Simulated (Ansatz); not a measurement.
System: CH6NSi (charge 0, doublet). SMILES: [CH2]N[SiH3]
Geometry from a B3LYP-D3(BJ)/def2-TZVP (Ansatz, a quantum-chemistry and plane-wave program) optimisation:
```xyz
9

C     -1.4140     0.9755    -0.2809
N     -0.5255    -0.0542    -0.5470
Si     0.8987    -0.4193     0.3739
H     -2.3020     1.0699    -0.8850
H     -1.3572     1.4624     0.6805
H     -0.6700    -0.5302    -1.4231
H      1.8928     0.6827     0.3429
H      0.5354    -0.6512     1.7922
H      1.4816    -1.6379    -0.2282
```
Charge 0, spin multiplicity 2.

Property: atomisation energy, in kcal/mol. Set-up: 6-31G* and kin with 6d, 5d where marked; no spin-orbit coupling; frozen cores in correlated levels; non-relativistic; open shells spin-unrestricted; atomisation electronic, to ground-state atoms; 6-311+G** with 5d, 6d on Na to Ar in Ansatz; no dispersion term unless named. Basis-set limits of correlation are two-point, X^-3; Hartree-Fock from the larger set. First-principles rows: single points at B3LYP-D3(BJ) geometries (Ansatz).

Coupled cluster (Ansatz) is a level with limits of its own, used here on species with T1 under 0.025 (0.045 for open shells) and stable references: CCSD(T)/CBS(aug-cc-pV(T+d)Z,aug-cc-pV(Q+d)Z).

Value to compare with, CCSD(T)/CBS(aug-cc-pV(T+d)Z,aug-cc-pV(Q+d)Z) (Ansatz): 703.6 kcal/mol.

```tsv
level	program	atomisation energy (kcal/mol)	difference
B3LYP/STO-3G	Ansatz	848.7	145.1
B3LYP/6-31G	Ansatz	656.7	-46.9
B3LYP/6-31G*	Ansatz	693.0	-10.6
B3LYP/6-311+G**	Ansatz	696.2	-7.4
PBE0/6-31G*	Ansatz	690.4	-13.2
MP2/STO-3G	Ansatz	699.0	-4.6
MP2/6-31G*	Ansatz	617.5	-86.1
B3LYP-D3(BJ)/def2-TZVPD	Ansatz + dftd3	710.1	6.5
B2PLYP-D3(BJ)/def2-TZVPD	Ansatz + dftd3	698.3	-5.3
```

Among the 7 habitual levels, B3LYP/STO-3G lies farthest from CCSD(T)/CBS(aug-cc-pV(T+d)Z,aug-cc-pV(Q+d)Z) (Ansatz) (145.1 kcal/mol) and MP2/STO-3G nearest (-4.6); 1 of 7 lie above it, and their mean absolute difference is 44.8 kcal/mol, the median 13.2. One case shows no general order.

The levels are drawn from those run, B3LYP/6-31G* more often than the rest, none by its result; left out are runs that failed, that the program found above a lower state of the same kind, or whose <S^2> lies over 0.5 above the pure value.
